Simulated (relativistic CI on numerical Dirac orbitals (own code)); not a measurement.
The spin-orbit constant of Nb4+ from its measured fine structure

Problem. The ground term 2D of Nb4+ (4s2.4p6.4d) has the measured levels J = 3/2: 0.0, J = 5/2: 1870.0 cm⁻¹ (Moore, Atomic Energy Levels, vol. II, NSRDS-NBS 35 (1971 reprint of NBS Circular 467, 1952)). Test the interval rule and estimate ζ(4d).

Working.
1. In LS coupling E(J) − E(J − 1) = AJ. The intervals give A = 748.0 (J = 5/2) cm⁻¹.
2. A doublet has one interval, so the rule cannot be tested.
3. The whole width divided by the sum of the upper J values gives a mean A = 748.0 cm⁻¹.
4. For the Hund term of a shell that is less than half full, A = +ζ/2S with 2S = 1, so ζ = 748 cm⁻¹.

Check. The value calculated from Dirac-Coulomb-Breit radial functions of this configuration is ζ = 691 cm⁻¹, 8 % below the estimate from measurement. The same recipe applied to the calculated levels returns 714 cm⁻¹, which shows the bias of the recipe itself.
